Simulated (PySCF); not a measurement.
GeH2MeEt, C₃H₁₀Ge.
Z-matrix (Å and degrees, PBE0-D3(BJ)/def2-SVP geometry), rows numbered from 1:
```
Ge
H   1  1.5469
H   1  1.5466  2  107.74
C   1  1.9549  2  109.85  3  -119.80
H   4  1.0996  1  110.86  2    56.67
H   4  1.1000  1  110.31  2   -63.44
H   4  1.1000  1  110.36  2   176.73
C   1  1.9630  2  108.97  3   118.38
C   8  1.5233  1  113.81  2   -62.74
H   8  1.1030  1  107.73  2   173.97
H   8  1.1029  1  107.24  2    60.04
H   9  1.1020  8  111.83  1   179.89
H   9  1.1017  8  111.60  1   -59.93
H   9  1.1019  8  111.61  1    59.78
```

Computed with PySCF, delta-SCF UKS SCAN, pcX-2 on the ionised atom, pcseg-1 elsewhere, spin-free X2C. Every row has its own mixed basis.

| ionised atom | basis functions | E(ground) (Eh) | E(ionised) (Eh) |
| --- | --- | --- | --- |
| C4 | 150 | -2214.40374 | -2203.74146 |
| C8 | 150 | -2214.40440 | -2203.74336 |
| C9 | 150 | -2214.40278 | -2203.72415 |

Q: What are the 1s binding energies?

A: E(ionised) − E(ground), at 27.2114 eV a hartree:

| atom | environment | difference (Eh) | binding energy (eV) |
| --- | --- | --- | --- |
| C4 | carbon bonded to Ge and 3 H | 10.66228 | 290.14 |
| C8 | carbon bonded to C, Ge and 2 H | 10.66104 | 290.10 |
| C9 | carbon bonded to C and 3 H | 10.67863 | 290.58 |

Only 1s holes are shown. The structure is a single PBE0-D3(BJ)/def2-SVP conformer in the gas phase; no vibrational or solvent corrections.
